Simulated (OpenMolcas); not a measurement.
# V4+: input and output

V4+ among 3 point charges of -2.4 e arranged as a planar triangle (D3h), 1.87 Å from the ion.

Input:

```
&GATEWAY
Coord
1

V 0.0 0.0 0.0
Basis=ANO-RCC-VDZP
Group=NoSym
NoMove
AngMom=0.0 0.0 0.0
AMFI
XField
3 Angstrom 0
1.870000 0.000000 0.000000 -2.400000
-0.935000 1.619468 0.000000 -2.400000
-0.935000 -1.619468 0.000000 -2.400000
&SEWARD
* reference wave functions (RASSCF and RASSI steps not shown): 1 electron in 5 orbitals (3d)
>>> COPY JOB001 $Project.JobIph
&CASPT2
Multistate=5 1 2 3 4 5
NoMult
Frozen=5
IPEA=0.25
Imaginary=0.1
MaxIter=60
WThr=0.0 0.3 0.05
PrWF=0.5
NoMix
```

Launched by
```bash
OMP_NUM_THREADS=1 MOLCAS_MEM=1689 MOLCAS_PROJECT=a pymolcas a.inp > a.log  # once for each step of the input, in one work folder
```

Output, cut to the results:

```
--- CASPT2 ---
Orbital specifications:
      -----------------------

      Symmetry species                           1
                                                 a
      Frozen orbitals                            5
      Inactive orbitals                          4
      Active orbitals                            5
      Secondary orbitals                        20
      Deleted orbitals                           0
      Number of basis functions                 34
Type of calculation                        SS-CASPT2
      Fock operator                              state-specific
      IPEA shift                                 0.25
      Real shift                                 0.00
      Imaginary shift                            0.10
      The input orbitals will be transformed to quasi-canonical
Reference energy:        -952.8712530449
      E2 (Non-variational):      -0.1939536086
      Shift correction:          -0.0000672798
      E2 (Variational):          -0.1940208884
      Total energy:            -953.0652739333
      Residual norm:              0.0000003306
      Reference weight:           0.96611
      Contributions to the CASPT2 correlation energy
      Active & Virtual Only:         -0.0000000000
      One Inactive Excited:          -0.0369201465
      Two Inactive Excited:          -0.1570334621
Reference energy:        -952.8617281101
      E2 (Non-variational):      -0.1935376716
      Shift correction:          -0.0000668783
      E2 (Variational):          -0.1936045500
      Total energy:            -953.0553326600
      Residual norm:              0.0000004127
      Reference weight:           0.96624
      Contributions to the CASPT2 correlation energy
      Active & Virtual Only:         -0.0000000000
      One Inactive Excited:          -0.0366865103
      Two Inactive Excited:          -0.1568511613
::    CASPT2 Root  1     Total energy:   -953.06527393
::    CASPT2 Root  2     Total energy:   -953.05533266
::    CASPT2 Root  3     Total energy:   -953.05533279
::    CASPT2 Root  4     Total energy:   -953.00530182
::    CASPT2 Root  5     Total energy:   -953.00577913
```

Spin-orbit levels above the lowest (labels of D3, the rotations of D3h), with the averaged single-state CASPT2 energies on the diagonal:

| E (cm-1) | Degeneracy | Label | 2S+1 | g |
| --- | --- | --- | --- | --- |
| 0 | 2 | E1/2 | 2 | 1.32 1.32 1.97 |
| 2140 | 2 | E1/2 | 2 | 0.03 0.68 0.68 |
| 2330 | 2 | E3/2 | 2 | 0.00 0.00 4.00 |
| 12910 | 2 | E3/2 | 2 | 0.00 0.00 1.99 |
| 13390 | 2 | E1/2 | 2 | 0.00 0.00 6.00 |

Roots that are degenerate in the reference are averaged as groups; the widest CASPT2 spread within a group is 100 cm-1 (the 2-fold group of multiplicity 2 near 13100 cm-1 above the lowest state of its run). Shifts and gaps below about the spread of the groups concerned are not significant. Free-ion shares, where given, are those of the reference states; single-state CASPT2 does not remix them. This is an electrostatic model: the charges have no orbitals. No measured value stands beside these numbers.

The CASPT2 steps took 0.87 s on 1 thread of Arm Neoverse N1, on a shared host; the integral step is not counted.
